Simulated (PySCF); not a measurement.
SMILES [NH2][AlH][NH2] (B3LYP/def2-SVP optimised geometry):

```
8

Al    -0.231     0.546     0.000
H     -1.011     1.921     0.000
N     -1.143    -0.981     0.000
H     -2.158    -1.029     0.002
H     -0.759    -1.921    -0.002
N      1.548     0.546     0.000
H      2.158    -0.265     0.002
H      2.109     1.393    -0.002
```

Computed with PySCF with B3LYP/def2-TZVP.

**Question.** What are the frontier orbital energies and the dipole moment?

**Answer.** HOMO-2 -8.50 eV, HOMO-1 -7.31 eV, HOMO -6.64 eV, LUMO 0.15 eV, LUMO+1 0.26 eV; dipole moment 1.22 D.

Meta-Löwdin charges at B3LYP/def2-TZVP: Al1 0.76, H2 -0.17, N3 -0.75, H4 0.23, H5 0.23, N6 -0.75, H7 0.23, H8 0.23.
